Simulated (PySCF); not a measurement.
A run for PySCF: R-B3LYP/6-311+G** on C3H6O (a complex), monomers drawn apart or pushed together.

```python
from pyscf import gto, scf, dft, mp
from pyscf.data.elements import chemcore

mol = gto.M(
    atom='''
    C    -0.17962705   -0.32882657    0.15073837
    O     0.61043520    0.46425147    0.04112421
    C    -1.02412667   -0.27266276    6.17611153
    C     0.46126407    0.04053660    6.02060005
    H    -1.55795110    0.55795256    6.64207654
    H    -1.17984654   -1.15586100    6.79875894
    H    -1.49463177   -0.46688174    5.21013762
    H     0.61970651    0.92617253    5.40228250
    H     0.99535762   -0.78819339    5.55120471
    H     0.93036909    0.22718382    6.98855914
    ''',
    basis='6-311+g**',
    charge=0, spin=0, verbose=3, max_memory=1800)
mf = dft.RKS(mol, xc='b3lyp')
mf.conv_tol = 1e-8
mf.max_cycle = 100
mf.kernel()
if not mf.converged:
    mf = mf.newton().run(mf.mo_coeff, mf.mo_occ)
```

Program output:

```
converged SCF energy = -193.205546732081
```

The calculation finished and met its thresholds.

Cost: very roughly 7 core-seconds.
